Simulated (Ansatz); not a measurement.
CrNF₃⁺. The state is a doublet with charge 1. Geometry PBE0-D4/def2-SVP, that of the neutral singlet; atoms count from 1.

```csv
atom,x (Å),y (Å),z (Å)
Cr1,0.011,-0.010,0.001
N2,-1.092,0.969,-0.097
F3,1.057,0.333,-1.281
F4,-0.703,-1.535,-0.132
F5,0.728,0.243,1.510
```

(1) Estimate the Mulliken populations from the PBE0/def2-TZVP orbitals of Ansatz.

(2) Where does the spin sit?

(3) And the Mayer bond orders between bonded heavy atoms (over 0.3)?

## Answers

(1) 
```tsv
atom	charge (e)	spin (α − β)	d electrons
Cr1	1.72	-0.09	4.00
N2	-0.07	0.73	–
F3	-0.25	-0.02	–
F4	-0.20	0.19	–
F5	-0.20	0.19	–
```
Mulliken values and Mayer orders depend strongly on the basis.

(2) Summed by element: Cr -0.09, N 0.73, F 0.36, of 1 unpaired in all. Largest on single atoms: N2 0.73, F4 0.19, F5 0.19.

(3) Cr1–N2 2.11 (1.48 Å); Cr1–F3 1.01 (1.69 Å); Cr1–F4 1.01 (1.69 Å); Cr1–F5 1.01 (1.69 Å).
